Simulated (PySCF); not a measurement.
**Dipole moment and polarisability of `C=C(C)[C@H]1CC(=O)O1`**

Compound: C6H8O2.
Numbering: `[CH2:1]=[C:2]([CH3:3])[C@H:4]1[CH2:5][C:6](=[O:7])[O:8]1` (hydrogens: H9, H10 on C1; H11, H12, H13 on C3; H14 on C4; H15, H16 on C5)

Geometry (GFN2-xTB, Å), atoms numbered from 1 in this order:
```
atom  x, y, z in Å
C1    -1.0446    1.5327    0.3673
C2    -0.8521    0.2394    0.1709
C3    -1.8592   -0.6738   -0.4585
C4     0.4331   -0.4397    0.5470
C5     1.4905   -0.5543   -0.5725
C6     2.3093    0.3057    0.3714
O7     3.3969    0.7821    0.3693
O8     1.3453    0.3752    1.3188
H9    -1.9640    2.0153    0.0858
H10   -0.2933    2.1488    0.8294
H11   -2.1897   -1.4227    0.2605
H12   -2.7237   -0.1122   -0.7988
H13   -1.4214   -1.1991   -1.3062
H14    0.2388   -1.3778    1.0769
H15    1.2305   -0.0665   -1.5087
H16    1.8958   -1.5441   -0.7640
```

Level: wB97X-D/def2-SVPD (PySCF), static field, nuclei fixed, core orbitals frozen in the response. The polarisability tensor in these axes (au):

```
x   86.53  1.74  0.92
y    1.74 76.33  5.70
z    0.92  5.70 61.16
```

Task: Give the principal values, the mean and the anisotropy Δα = √{½[(α1 − α2)² + (α2 − α3)² + (α1 − α3)²]}.

Result: Principal values 59.25, 77.80 and 86.96 au; mean 74.67 au = 11.07 Å³ = 12.31 × 10⁻⁴⁰ C²·m²/J; Δα = 24.45 au (33 % of the mean).

Task: What is the dipole moment, and where does it point?

Result: (-3.64, -2.45, -1.72) D, 4.71 D in size, pointing from the negative to the positive side. Measured along this direction, the outermost atoms are O7 at the negative end and H12 and H11 at the positive end.

Task: Find the Langevin capture rate constant for NO+ (29.998 u) meeting this molecule (112.052 u), k = 2.342 × 10⁻⁹ cm³/s × √(α in Å³ / reduced mass in u).

Result: The reduced mass is 23.66 u, so k = 1.60 × 10⁻⁹ cm³/s. The formula leaves out the permanent dipole, which adds to the capture rate.

Task: Traceless (Buckingham) quadrupole moment about the centre of nuclear charge: eigenvalues?

Result: -11.13, 1.82, 9.32 D·Å. The values depend on the origin, since the dipole doesn't vanish. The electronic extent ⟨r²⟩ about the same centre is 1019 bohr², a root-mean-square distance of 2.18 Å for the 60 electrons.

Task: Along which axes do the principal values lie, and how far do the nuclei extend along each?

Result: Largest value along (0.98, 0.20, 0.08), where the nuclei span 6.25 Å; middle along (-0.22, 0.93, 0.31), 4.40 Å; least along (-0.01, -0.32, 0.95), 2.88 Å. The response follows the extents in order.

Task: Orientational against electronic polarisability at 500 K (dilute gas, rigid molecules)?

Result: In Gaussian units μ²/3kT = 106.99 Å³ against 11.07 Å³, a ratio of 9.67; the Debye molar polarisation (4π/3)N_A(α + μ²/3kT) is 297.8 cm³/mol, leaving out the vibrational part.

Task: Rayleigh depolarisation ratio (linearly polarised light, static tensor)?

Result: ρ = 3Δα²/(45ᾱ² + 4Δα²) = 1793.8/(250909 + 2391.7) = 0.00708.

One conformer (not necessarily the lowest) at the GFN2-xTB geometry, without solvent, vibrations or thermal averaging.

The run behind these numbers computed excited states as well. Hardware: x86-64 server, one thread, no GPU, shared host. Cost: 86 s wall.
